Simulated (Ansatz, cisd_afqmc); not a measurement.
System: GeI, charge 1, singlet. GeI+ (parent SMILES [I][Ge], singlet).
B3LYP-D3(BJ)/def2-TZVP minimum from Ansatz (a program for electronic structure):
```
Ge
I 1 2.4207
```
Charge +1, spin multiplicity 1.

Total energies in def2-SVP, 10 correlated electrons, 23 frozen orbitals. UHF or UKS for unpaired electrons; spin-orbit terms are left out. Cores are frozen in correlated methods (noble-gas shells, and filled d and f shells in the p block). Past Kr the def2 sets carry scalar-relativistic core potentials. AFQMC is phaseless with a CISD trial state; ± is one standard error, without the phaseless bias. Outlying blocks are dropped, and bars are widened where a walk drifts. Over all cases where full CI ran beside it in this data, AFQMC minus full CI had a median of +0.1 mEh and passed +0.4 mEh in a tenth of the cases. Spin-orbit terms, left out, reach several kcal/mol for Br and I, and more for heavier atoms. The T1 diagnostic of GeI+ (parent SMILES [Ge][I], singlet) reaches 0.031 in the sets run. The spin of GeI+ (parent SMILES [Ge][I], singlet) was assumed, and the state is the lowest solution found for it.

The bar of a AFQMC/CISD walk is widened from 0.36 to 0.46 mEh, since its error had not levelled off in the blocking analysis, or few joins of blocks were possible.

| method | program | energy (Eh) | minus CCSDTQ (mEh) |
|---|---|---|---|
| HF | Ansatz | -2371.51600 | 186.87 |
| MP2 | Ansatz | -2371.67236 | 30.52 |
| CCSD | Ansatz | -2371.69307 | 9.80 |
| CCSD(T) | Ansatz | -2371.70120 | 1.68 |
| CCSDT(Q) | Ansatz | -2371.70305 | -0.17 |
| CCSDTQ | Ansatz | -2371.70288 | 0.00 |
| AFQMC/CISD | cisd_afqmc | -2371.7023 ± 0.0005 | 0.6 ± 0.5 |

Rough core times of Ansatz's runs on a shared machine: CCSD(T) under 20 s, CCSDT(Q) under 20 s, CCSDTQ 3 min.
